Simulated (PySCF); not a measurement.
Br, SMILES `[Br]` (charge 0, multiplicity 2)

The numbers are results of TPSSh-D3(BJ)/def2-TZVP in PySCF 2.14.0, not measurements.

The highest occupied spin orbital is -8.08 eV. The dipole moment comes out as 0.00 D and the total energy comes out as -2574.0232 Ha. The cost comes out as very roughly 4 core-seconds.

```xyz
1

Br     0.0000     0.0000     0.0000
```
Charge 0, spin multiplicity 2.
